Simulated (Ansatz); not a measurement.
GeTe4: single points at one geometry.

```yaml
crystal:
  periodic: [false, false, false]
  atoms:
    - {symbol: Ge, position_ang: [-0.965194, -0.433655, -1.397319]}
    - {symbol: Te, position_ang: [-1.093572, 2.116872, -0.537346]}
    - {symbol: Te, position_ang: [-1.537088, 0.076475, 1.227225]}
    - {symbol: Te, position_ang: [1.789709, -0.885994, 1.681947]}
    - {symbol: Te, position_ang: [1.806144, -0.873698, -0.974498]}
basis:
  gaussian: {orbitals: def2-SVP, initial_orbitals: start.molden}
magnetization: {spin_polarized: true, initial_magnetization: 2}
hamiltonian: {xc: {name: LC-wPBE, parameters: {omega: 0.2/bohr}}}
scf: {omitted_lower_state_checks: [starts]}
output: {orbitals: {seedname: orbitals}}
```

The file start.molden holds the orbitals of an earlier run on this structure, at another level or in another basis.

```sh
$ ansatz run in.yaml --threads 4 --pin off --events-out ev --progress --plain --max-ram 4787MiB
```

Shortened log:

```
Functional definition: LC-wPBE
1631 factors; their error is unknown
199 factors; integrals over basis functions are off by at most 1.1e-6 eV
mean field evaluation 1: about -85678.6790 eV, gradient 3.1e1 eV
mean field evaluation 2: about -85679.0018 eV, gradient 5.0e-1 eV
mean field evaluation 4: about -85678.9662 eV, gradient 4.6e-2 eV
mean field evaluation 8: about -85678.9662 eV, gradient 2.2e-5 eV
mean field -85678.96619473 eV, -3148.6439323672 hartree, gradient 2.2e-5 eV, S^2 2.010714; 0 other end points of the search recorded, 0 dependent functions left out
reference -85678.96619475 eV, -3148.6439323679 hartree; 65, 63 occupied and 71, 73 virtual orbitals, 1631 factors
Total energy: -85678.96619475 eV, -3148.6439323679 hartree
Checks for a lower state left out: starts
```

Hardware: 4 threads of Arm Neoverse V1 on a shared host. Wall time 6 s.

First input, but with `hamiltonian: {xc: {name: LC-wPBE, parameters: {omega: 0.1/bohr}}}` (abridged; 7 s):

```
Functional definition: LC-wPBE
mean field -85678.40760504 eV, -3148.6234045745 hartree, gradient 2.7e-5 eV, S^2 2.004356
Total energy: -85678.40760513 eV, -3148.6234045779 hartree
Checks for a lower state left out: starts
```

Geometry: PBE-D4/def2-SVP.

In the def2 sets Te takes a core potential; there is no spin–orbit coupling. At PBE0-D4/def2-TZVP a singlet of charge 0 lies 0.54 eV below the triplet, each at its own geometry. The structure comes from a short search, and lower isomers may exist.
